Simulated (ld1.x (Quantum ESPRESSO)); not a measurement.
**Zr: one change to a TM potential, before and after**

* Element: Zr
* Generator: ld1.x (Quantum ESPRESSO) 7.5
* Type: norm-conserving Troullier–Martins (Kleinman–Bylander form)
* Functional: PBE
* Relativity: scalar-relativistic
* Frozen core: [Kr]
* Valence charge: 4
* Reference configuration: 4d2 5s1.5 5p0.5
* Partial waves: 5p (bound): rc 3.75 bohr; 4d (bound): rc 1.80 bohr; 5s (bound): rc 3.15 bohr
* Local potential: the s channel
* Core correction: Bessel-smoothed model core inside 1.50 bohr

Change: wave 4d (bound): rc 1.80 bohr becomes 4d (bound): rc 2.30 bohr.

Cutoffs: the cutoffs (Ry, on a coarse ladder) from which the occupation-weighted sum of valence levels, in a spherical-Bessel basis at the reference potential, stays within 10 and 1 mRy of its value at 400 Ry; they do not see the model core or the augmentation charge, which bear on the density cutoff. Errors are all-electron minus pseudo energies relative to the spin-unpolarised reference configuration.

What does the change do?

The potential gets softer (30 Ry and 40 Ry → 25 Ry and 35 Ry); the number of tests with a reliable result goes from 7 to 6; the errors of the 6 common tests hardly move; neither file shows a bound ghost. A larger radius leaves more room for a smooth pseudo-wave, so fewer plane waves are needed.

```tsv
quantity	base	changed
cutoff, loose	30 Ry	25 Ry
cutoff, tight	40 Ry	35 Ry
loose cutoff by channel (10 mRy a level)	p 6 Ry, d 30 Ry, s 6 Ry	p 6 Ry, d 25 Ry, s 6 Ry
bound ghosts	none	none
tests with a reliable result	7 of 7	6 of 7
error for 4d2 5s2 5p0, meV [ΔE -1.50 eV]	-0.7	-0.7
error for 4d2 5s1 5p0, meV [ΔE 5.63 eV]	-4.9	-4.8
error for 4d2 5s0 5p0, meV [ΔE 18.57 eV]	-37	-37
error for 4d2.5 5s1.5 5p0, meV [ΔE -0.99 eV]	-29	-28
error for 4d1 5s2 5p1, meV [ΔE 1.50 eV]	-159	-153
error for 4d2 5s0 5p2, meV [ΔE 4.71 eV]	-11	-11
s: phases at 4.08 bohr within 0.05 rad from the reference energy up to (Ry; the scan ends near 5)	1.0	1.0
p: phases at 4.08 bohr within 0.05 rad from the reference energy up to (Ry; the scan ends near 5)	1.4	1.4
d: phases at 4.08 bohr within 0.05 rad from the reference energy up to (Ry; the scan ends near 5)	0.4	0.4
```
